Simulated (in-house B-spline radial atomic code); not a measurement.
Settings and results of a run for the iridium ion Ir⁸⁺. Method: Dirac-Kohn-Sham PBE, spherical fractional occupations, Fermi nucleus of rms radius 5.4032 fm. Calculated with an all-electron radial atomic-structure program (B-spline basis).

Command:
```bash
python run_scf.py task.json out
```
Settings (nuclear radius in fm, mass in u):
```
Z                77
configuration    [Xe] 4f14 5d1
hamiltonian      dirac
method           pbe,pbe
spin_polarised   False
nucleus          fermi
rms_radius       5.4032
atomic_mass      192.96292
speed_of_light   137.035999084
```

Output (hartree, bohr):
```
 radial grid: 66 intervals, B-splines of order 8, outer radius 16.6667 bohr

 iter        energy (Eh)    residual
    1      -17828.087011    7.70e-01
    2      -17830.219656    7.32e-01
    3      -17838.887746    7.00e-02
    4      -17838.950559    2.88e-02
    5      -17838.959286    8.12e-03
    6      -17838.959942    3.38e-03
    7      -17838.960112    1.26e-04
    8      -17838.960113    1.25e-05
    9      -17838.960113    1.75e-07

 total energy                    -17838.96011
 kinetic                           20319.6971
 electron-nucleus                 -44454.5080
 Hartree                            6640.6105
 exchange-correlation               -344.7596

 first-order corrections (not in the total)
   Gaunt                            22.1537
   retardation                      -2.3500
   frequency dependence             -0.4041
   self-energy                      16.3601
   Uehling                          -3.2151
   Wichmann-Kroll                    0.1353
   recoil                            0.0309

 orbital      occ     eigenvalue          <r>       <r^2>       <1/r>     <1/r^2>     <1/r^3>       r_max    small
 1s1/2      2.000     -2796.8311    0.0174426 0.000419706     92.1369     20781.8           -     0.01082  8.50e-02
 2s1/2      2.000      -492.6499    0.0729688  0.00636119     22.5577     2894.84           -     0.06251  1.94e-02
 2p1/2      2.000      -472.2402    0.0601703  0.00451672     22.5253     914.107           -      0.0462  1.95e-02
 2p3/2      4.000      -412.4305    0.0684793  0.00570928     18.5872     472.245     18763.8     0.05336  1.74e-02
 3s1/2      2.000      -118.6327     0.189917   0.0413863     8.28331     657.012           -      0.1759  6.44e-03
 3p1/2      2.000      -109.4606     0.180059   0.0378214      8.1991     211.337           -      0.1644  6.39e-03
 3p3/2      4.000       -96.3616     0.195359   0.0443015     7.17608     110.829     4370.27       0.179  5.79e-03
 3d3/2      4.000       -81.0048      0.17044   0.0341141     7.07265     62.7292     750.711      0.1397  5.68e-03
 3d5/2      6.000       -78.1731     0.175122   0.0358836     6.83589     57.7025      629.15      0.1437  5.52e-03
 4s1/2      2.000       -28.7948     0.423133    0.202303     3.49557     166.554           -      0.3977  2.16e-03
 4p1/2      2.000       -24.9179     0.426504    0.207198     3.38625     52.5264           -      0.3964  2.07e-03
 4p3/2      4.000       -21.8181     0.460134    0.240804     3.03136     27.6545      1024.2      0.4267  1.84e-03
 4d3/2      4.000       -15.4515     0.471357    0.257141     2.82449     14.5073     158.249      0.4209  1.64e-03
 4d5/2      6.000       -14.8754     0.482532    0.269273     2.74143     13.3129     129.721      0.4304  1.58e-03
 5s1/2      2.000        -7.8776     0.951955     1.01214     1.43259     34.4057           -      0.8832  5.53e-04
 5p1/2      2.000        -6.6062      1.01645     1.15826     1.32463     10.1159           -      0.9316  4.85e-04
 5p3/2      4.000        -6.0412      1.09193     1.33496     1.21115     5.49474     187.136       1.003  4.30e-04
 4f5/2      6.000        -6.7662     0.525139    0.334995     2.34851     6.91277     26.0386      0.3921  1.21e-03
 4f7/2      8.000        -6.6501     0.532197    0.344048     2.31628     6.71351     24.7924      0.3967  1.18e-03
 5d3/2      0.400        -4.1944      1.29152     1.88122     1.00311      2.3884     22.1223       1.156  3.08e-04
 5d5/2      0.600        -4.1146      1.31657     1.95383    0.981318     2.22084     18.2433        1.18  2.99e-04
```

Time taken, with all properties: 2 s on 1 thread of Arm Neoverse V1 (shared host).

For the Dirac Hamiltonian the kinetic term is c α·p + (β - 1)c².
